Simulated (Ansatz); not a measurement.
Consider the formal hydrolysis of a C–C bond: `FCCOC(F)F` + H₂O → `OCOC(F)F` + `CF`.

Calculated with Ansatz (gas phase, PBE0-D4/def2-TZVP geometries, no zero-point term in ΔE). CCSD(T)/CBS is the MP2 limit (def2-TZVPP, def2-QZVPP) plus CCSD(T) − MP2 in def2-TZVPP, frozen cores. This one scheme is used for every species. DFT in def2-TZVPP. B3LYP here is the variant with VWN-RPA as its local correlation; programs differ in this. Each species was taken in one conformer, which may not be the lowest.

```tsv
level	ΔE (kcal/mol)	difference from CCSD(T)/CBS
B97M-V	5.7	-1.3
B3LYP-D4	5.2	-1.8
B2PLYP	4.9	-2.1
r2SCANh	5.5	-1.5
HF/def2-SVP	1.1	-5.9
MP2/def2-SVP	4.6	-2.4
CCSD(T)/def2-SVP	3.8	-3.2
HF/def2-TZVPP	2.8	-4.2
HF/def2-QZVPP	2.9	-4.1
MP2/CBS(def2)	7.9	0.9
CCSD(T)/CBS	7.0	0
```

Question: What do rigid-rotor, harmonic-oscillator terms from PBE0-D4/def2-TZVP frequencies (298.15 K, 1 bar) make of the CCSD(T)/CBS value? (An estimate is asked.)

Answer: Ansatz gave: ΔZPE = +1.3 kcal/mol, ΔH = +7.8 kcal/mol, ΔS = 6 J/(mol·K), ΔG = +7.3 kcal/mol.

Largest T1 diagnostic among the species: 0.012.

Leaving LDA and LC-ωPBE aside and taking each functional with its dispersion term where it has one, the values, not all of them listed here, spread over 1.2 kcal/mol, from B2PLYP to ωB97M-V. LDA lies +1.7 kcal/mol from PBE without D4. In def2-TZVPP, CCSD(T) changes the Hartree–Fock value by +3.3 kcal/mol (the triples alone add +0.2 kcal/mol) and MP2 by +4.1 kcal/mol.

CCSD(T)/CBS has its own doubt, a few kJ/mol and more with outer-core shells, so smaller differences from it don't rank the levels.
